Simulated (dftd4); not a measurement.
ClO (SMILES [O]Cl), doublet, geometry from GFN2-xTB; D4 for b97d (dftd4 4.2.0).

The dftd4 input:
```
$ dftd4 mol.xyz --func b97d --charge 0 --json dftd4.json --noedisp

# file mol.xyz
2

Cl    -0.00000000    -0.00000000    -0.49281646
O      0.00000000     0.00000000     1.04723499
```

**Question.** Write the output that dftd4 gives for this input, abridged.

**Answer.** 
```
                    ____  _____ _____     ____  _  _
      -------------|  _ \|  ___|_   _|---|  _ \| || |------------
     |             | | | | |_    | | ___ | | | | || |_           |
     |             | |_| |  _|   | ||___|| |_| |__   _|          |
     |             |____/|_|     |_|     |____/   |_|            |
     |             ===================================           |
     |            E. Caldeweyher, S. Ehlert & S. Grimme          |
     |          Mulliken Center for Theoretical Chemistry        |
     |                    University of Bonn                     |
      -----------------------------------------------------------

Rational (Becke-Johnson) damping: b97d-D4-ATM
---------------------
  s6         1.0000
  s8         1.6946
  s9         1.0000
  a1         0.2890
  a2         4.1341
 alp        16.0000
--------------------

Dispersion energy:      -2.8895478015035E-03 Eh

[Info] JSON dump of results written to 'dftd4.json'
```
